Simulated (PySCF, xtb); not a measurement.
furan-2-ylsilane (C₄H₆OSi), SMILES [SiH3]c1ccco1.

Harmonic wavenumbers (cm⁻¹) from xtb 6.7.1 with GFN2-xTB at its own minimum, in rising order: 47, 157, 181, 461, 526, 551, 586, 633, 766, 772, 784, 793, 823, 848, 860, 910, 1041, 1095, 1117, 1186, 1215, 1364, 1440, 1556, 2253, 2262, 2275, 3159, 3174, 3185.

Question: What does PySCF 2.14.0 with ωB97X-D3(BJ)/def2-SVP give at its own minimum? (Estimate from the structure and the level; the computed values follow.)

Answer: 100, 166, 192, 455, 602, 620, 663, 732, 785, 873, 915, 930, 931, 953, 954, 974, 1031, 1118, 1185, 1235, 1258, 1433, 1541, 1647, 2261, 2264, 2270, 3273, 3284, 3304. Paired by order, the mean absolute difference is 66 cm⁻¹ and the zero-point energies are 51.5 and 54.3 kcal/mol.
